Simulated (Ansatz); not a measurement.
A nudged elastic band was laid between two geometries of BClFH2N + ClH (8 atoms, charge 0, multiplicity 1).

These are results of RKS revPBE/def2-SVP (Ansatz), not measurements.

* movable images: 9
* climbing image: yes
* spring: 5.0 eV/Å²
* optimiser: quadratic models (default)
* start path: through a guess of the saddle point
* force threshold: 0.05 eV/Å
* iteration limit: 60
* end points: relaxed

Initial state:

```xyz
8
Properties=species:S:1:pos:R:3
B -0.026 -0.285 -0.255
F 0.046 -0.328 1.102
Cl 1.500 -0.315 -1.171
N -1.274 -0.226 -0.890
H -2.149 -0.192 -0.367
H -1.377 -0.177 -1.902
Cl -0.048 2.960 1.802
H 0.141 1.678 1.897
```

Final state:

```xyz
8
Properties=species:S:1:pos:R:3
B -0.012 0.624 -0.577
F -0.063 -0.103 2.420
Cl 1.515 -0.169 -1.001
N -1.251 0.081 -0.928
H -1.337 -0.825 -1.388
H -2.135 0.523 -0.677
Cl 0.038 2.215 0.280
H 0.058 0.768 2.088
```

Question: What changes between the two ends?

Answer: Bonds broken: B1–F2, Cl7–H8. Bonds formed: B1–Cl7, F2–H8. BClFH2N + ClH becomes BCl2H2N + FH.

Question: Give the energies along the band, and the barrier.

Answer: It converged. The highest image is number 6 of 0 to 10, 141.9 kJ/mol above the first end and 83.4 kJ/mol above the last; the last end lies 58.5 kJ/mol above the first. The profile has 2 maxima (images 6, 9) with wells between them (image 7): this band takes more than one step, which may be the mechanism or a detour left from its start path. A vibrational analysis at the climbing image gives one clearly imaginary mode, 569i cm⁻¹: a first-order saddle point. The orbitals stay closed-shell, which can raise the energy where a bond breaks towards radicals; this wasn't checked here.

| image | path coordinate (Å) | energy (kJ/mol) | B1–F2 (Å) | Cl7–H8 (Å) | B1–Cl7 (Å) |
| --- | --- | --- | --- | --- | --- |
| 0 | 0.00 | 0.0 | 1.36 | 1.30 | 3.84 |
| 1 | 0.34 | 0.6 | 1.36 | 1.30 | 3.64 |
| 2 | 0.69 | 4.1 | 1.36 | 1.30 | 3.37 |
| 3 | 1.03 | 15.7 | 1.37 | 1.31 | 3.06 |
| 4 | 1.38 | 44.9 | 1.39 | 1.33 | 2.72 |
| 5 | 1.72 | 103.1 | 1.48 | 1.42 | 2.38 |
| 6 | 2.06 | 141.9 | 1.66 | 1.63 | 2.13 |
| 7 | 3.63 | 59.7 | 3.22 | 2.34 | 1.80 |
| 8 | 5.20 | 95.6 | 3.20 | 2.33 | 1.81 |
| 9 | 6.77 | 103.7 | 3.18 | 2.69 | 1.80 |
| 10 | 8.34 | 58.5 | 3.08 | 2.32 | 1.81 |

Question: What is the geometry of the highest image?

Answer: 
```xyz
8
Properties=species:S:1:pos:R:3
B -0.040 0.345 -0.125
F 0.115 -0.285 1.407
Cl 1.502 0.170 -1.004
N -1.267 -0.045 -0.708
H -2.165 0.138 -0.262
H -1.330 -0.188 -1.715
Cl -0.095 2.199 0.917
H 0.094 0.780 1.706
```

The band took 48 iterations and about 7 core-minutes.

Run time: 3.6 min on 2 threads of AMD EPYC 9R45 96-Core Processor (Zen 5) (shared host), peak memory 0.15 GiB.
